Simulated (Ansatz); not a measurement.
Isolated molecules relaxed with PBE0-D4/def2-TZVP in Ansatz; ΔE leaves out vibrations. CCSD(T)/CBS adds triple-zeta CCSD(T) − MP2 to the extrapolated MP2 energy (def2 sets, frozen cores). DFT in def2-TZVPP. B3LYP here is the variant with VWN-RPA as its local correlation; programs differ in this. def2 core potentials past Kr. For Ga, In outer-core shells are correlated without core-valence functions, which leaves a few kJ/mol of doubt a bond. Scalar relativity is left out up to krypton. One conformer a species, not always the lowest.

Consider the redistribution: `O[CH2][In]([OH])[Cl]` + `[OH][Ga]([OH])[OH]` → `[OH][In]([OH])[Cl]` + `O[CH2][Ga]([OH])[OH]`.

```
             level  ΔE (kJ/mol)  difference from CCSD(T)/CBS
            PBE-D4         38.2                          5.0
         r2SCAN-D4         40.8                          7.6
           PBE0-D4         38.9                          5.7
          B3LYP-D4         38.6                          5.4
           ωB97X-V         34.3                          1.1
           ωB97M-V         35.0                          1.8
            B2PLYP         38.6                          5.4
               PBE         37.9                          4.7
            r2SCAN         40.8                          7.6
              PBE0         38.6                          5.4
             B3LYP         38.0                          4.8
     HF/def2-TZVPP         38.1                          4.9
    MP2/def2-TZVPP         43.1                          9.9
SCS-MP2/def2-TZVPP         41.1                          7.9
   CCSD/def2-TZVPP         40.1                          6.9
CCSD(T)/def2-TZVPP         39.9                          6.7
     HF/def2-QZVPP         38.0                          4.8
    MP2/def2-QZVPP         39.3                          6.1
SCS-MP2/def2-QZVPP         37.7                          4.5
      HF/CBS(def2)         38.0                          4.8
     MP2/CBS(def2)         36.5                          3.3
    CCSD/CBS(def2)         33.4                          0.2
       CCSD(T)/CBS         33.2                            0
```

Largest T1 diagnostic among the species: 0.016.

CCSD(T)/CBS has its own doubt, a few kJ/mol and more with outer-core shells, so smaller differences from it don't rank the levels.
